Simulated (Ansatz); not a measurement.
Abridged output of a molecular run in Ansatz:

```
Functional definition: HF
1759 factors; integrals over basis functions are off by at most 1.3e-3 eV
mean field evaluation 1: about -18682.7353 eV, gradient 4.2e1 eV
mean field evaluation 2: about -18682.9376 eV, gradient 4.2e1 eV
mean field evaluation 4: about -18687.3510 eV, gradient 4.5e0 eV
mean field evaluation 8: about -18687.4351 eV, gradient 2.8e-1 eV
mean field evaluation 16: about -18687.4356 eV, gradient 2.2e-6 eV
mean field -18687.43555442 eV, -686.7505898260 hartree, gradient 2.2e-6 eV, S^2 0.000000; 0 other end points of the search recorded, 0 dependent functions left out
13 core orbitals not correlated: weight in the atoms' cores, before any rotation towards them, 1.000 or more for the frozen orbitals, at most 0.000 for the correlated occupied ones
reference -18687.43555442 eV, -686.7505898260 hartree; 15, 15 occupied and 275, 275 virtual orbitals, 1759 factors
second order -21.76052755 eV of doubles, -0.00000000 eV of singles
cycle   1  -22.73891786 eV  change   -9.8e-1 eV  update   1.0e-1
cycle   2  -23.34657166 eV  change   -6.1e-1 eV  update   3.1e-2
cycle   3  -23.43686301 eV  change   -9.0e-2 eV  update   1.3e-2
cycle   4  -23.42908296 eV  change    7.8e-3 eV  update   3.7e-3
cycle   5  -23.42836984 eV  change    7.1e-4 eV  update   1.5e-3
cycle   6  -23.42829219 eV  change    7.8e-5 eV  update   4.8e-4
cycle   7  -23.42799413 eV  change    3.0e-4 eV  update   1.9e-4
cycle   8  -23.42796071 eV  change    3.3e-5 eV  update   5.9e-5
cycle   9  -23.42798047 eV  change   -2.0e-5 eV  update   2.4e-5
perturbative correction -0.85799311 eV, -0.0315306651 hartree
Total energy: -18711.72152799 eV, -687.6430828934 hartree
```

Its atoms:

Cartesian coordinates in Å:
```
C 1.7322 -0.0371 1.2089
Al 0.1021 -0.0872 0.1413
Si -1.5563 -1.8913 0.4221
C -0.2919 1.2981 -1.2129
O 0.7582 2.2592 -1.2516
H 1.5063 -0.0305 2.2802
H 2.3467 -0.9255 1.0283
H 2.3316 0.8461 0.9769
H -2.7374 -1.7614 -0.4811
H -2.0857 -1.9386 1.8182
H -0.9573 -3.2337 0.1560
H -1.2629 1.7661 -0.9787
H -0.4356 0.8134 -2.1933
H 0.5500 2.9225 -1.9144
```

Problem. Which basis set was used?
A. cc-pV(D+d)Z
B. def2-SVP
C. def2-TZVPP
D. def2-TZVPPD

Solution. C. It gives 303 functions.

Problem. Write the keys of the input that set method, charge and spin (a neutral closed shell needs none for the last two).

Solution. 
```yaml
correlation: {method: ccsd_t}
```
